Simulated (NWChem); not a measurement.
# Te, triplet

Computed with NWChem. Spin-unrestricted. The open p shell is one determinant without spherical averaging. No stability test was run on the SCF state.

Question: Estimate the computed values for UHF/STO-3G (all-electron, non-relativistic). Quantities: highest occupied level (eV); lowest empty minus highest occupied level, either spin (eV); <S²>.

Answer: 
```
Property                                                     Value
-----------------------------------------------------------  -----
highest occupied level (eV)                                  -5.42
lowest empty minus highest occupied level, either spin (eV)   8.81
<S²>                                                          2.00
```
